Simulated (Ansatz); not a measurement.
System: SiF2, charge 1, doublet. SiF2+ (parent SMILES F[Si]F, doublet).
B3LYP-D3(BJ)/def2-TZVP minimum from Ansatz (a program for electronic structure):
```
Si
F 1 1.5399
F 1 1.5399 2 120.12
```
Charge +1, spin multiplicity 2.

Total energies in cc-pV(T+d)Z, 17 correlated electrons, 7 frozen orbitals. Radicals and triplets start from unrestricted determinants; spin-orbit coupling is neglected. Correlated methods leave the cores frozen. No relativity.

| method | program | energy (Eh) | minus CCSDT(Q) (mEh) |
|---|---|---|---|
| HF | Ansatz | -487.65088 | 591.07 |
| MP2 | Ansatz | -488.22278 | 19.16 |
| CCSD | Ansatz | -488.22229 | 19.66 |
| CCSD(T) | Ansatz | -488.24082 | 1.13 |
| CCSDT(Q) | Ansatz | -488.24195 | 0.00 |
